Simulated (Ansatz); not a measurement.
`C[N](C)[Mg][SH]` + H–F → `C[N](C)[Mg][F]` + H₂S at 700 K and 1 bar (ligand exchange at a Mg–S bond).

Calculated with Ansatz (gas phase, PBE0-D4/def2-TZVP geometries, no zero-point term in ΔE). CCSD(T)/CBS adds triple-zeta CCSD(T) − MP2 to the extrapolated MP2 energy (def2 sets, frozen cores). This one scheme is used for every species. For Mg outer-core shells are correlated without core-valence functions, which leaves a few kJ/mol of doubt a bond. One conformer a species, not always the lowest.

```csv
species,CCSD(T)/CBS energy (Eh),H − E (kJ/mol),S (J/(mol·K))
`C[N](C)[Mg][SH]`,-732.73551,321.8,508.9
H–F,-100.39570,45.2,198.5
`C[N](C)[Mg][F]`,-434.17400,294.0,457.3
H₂S,-398.97279,64.8,236.9
```

H − E and S are ideal-gas, rigid-rotor, harmonic terms from PBE0-D4/def2-TZVP, for one conformer and one mirror image of each species. 1 Eh = 2625.50 kJ/mol, R = 8.31446 J/(mol·K).

Question: By hand: ΔE, ΔH, ΔS and ΔG.

Answer: ΔE = (-434.17400) + (-398.97279) − (-732.73551) − (-100.39570) = -0.01558 Eh = -40.9 kJ/mol. Δ(H − E) = 294.0 + 64.8 − 321.8 − 45.2 = -8.2, so ΔH = -49.1 kJ/mol. ΔS = 457.3 + 236.9 − 508.9 − 198.5 = -13.2 J/(mol·K). ΔG = -49.1 − 700 × (-13.2)/1000 = -39.9 kJ/mol.

Question: By hand: the equilibrium constant, and the temperature at which ΔG would vanish if ΔH and ΔS stayed fixed.

Answer: log₁₀ K = −ΔG/(RT ln 10) = 3.0. ΔG = 0 at ΔH/ΔS = 3720 K, far beyond where these terms or the molecules hold.

The number of gas molecules stays the same, so ΔS is small and ΔH decides. A doubt of 5 kJ/mol in ΔE shifts log₁₀ K by 0.4 here. Other conformers and mirror images would add mixing entropy, several J/(mol·K) or more a flexible species. Modes under 60 cm⁻¹, often nearly free rotors, make the harmonic entropy too high. These are equilibria of isolated gas molecules and say nothing of rates. Largest T1 diagnostic: 0.011 (customary marks: 0.02 for closed shells, 0.045 for open ones).
